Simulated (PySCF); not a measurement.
H3O3Sn, SMILES [OH][Sn+]([OH])[OH], charge +1. Atoms are numbered in the order given.

```xyz
7

Sn    -0.0138     0.0050     0.0000
O     -0.5818     1.8356     0.0000
H     -1.5400     1.9989     0.0000
O      1.8880    -0.1746     0.0000
H      2.2179    -1.0901     0.0000
O     -1.0523    -1.6148     0.0000
H     -2.0206    -1.5272     0.0000
```
Charge +1, spin multiplicity 1.

The structure is a stationary point at PBE0-D3(BJ)/def2-SVP. The multiplicity is an assumed one; other spin states were not compared. The isomer is the one that the SMILES or the coordinates give; other isomers of the formula were not compared. The def2 effective core potentials stand for the cores of Sn; spin–orbit coupling is left out. The values are those of a single conformer.

All values below come from PySCF with CAM-B3LYP/def2-TZVP.

Atomic charges (e):

```csv
atom,Löwdin,Mulliken
Sn1,1.01,1.47
O2,-0.21,-0.53
H3,0.21,0.37
O4,-0.20,-0.53
H5,0.21,0.38
O6,-0.22,-0.54
H7,0.21,0.37
```
